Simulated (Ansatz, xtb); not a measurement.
# Ranking isomers of C8H8

3 gas-phase structures of C8H8, from a drawn sample of its isomers (lower ones may exist). Each was relaxed with GFN2-xTB:

A. `C=Cc1ccccc1`, a singlet
B. `C#C[C@@H]1CC[C@H]1C#C`, a singlet
C. `C#CC=C(C=C)C=C`, a singlet

Which do you expect lowest at r2SCAN-D4/def2-SVP, and how would the others follow?

Calculated order at r2SCAN-D4/def2-SVP: A (0.0), C (75.8), B (102.1) kcal/mol.

Energies above the lowest of each column, in kcal/mol:

```
structure  GFN2-xTB  HF/STO-3G  r2SCAN-D4/def2-SVP
        A       0.0        0.0                 0.0
        C      68.6       93.1                75.8
        B      67.5       73.2               102.1
```

Every level run on A puts it lowest or level with the lowest. Some further structures that were screened fall inside this span and aren't listed. Flexible structures stand in one conformer each, not always the lowest. Frequencies (GFN2-xTB) were run for A alone.

Programs: Ansatz 0.2.0, xtb 6.7.1.
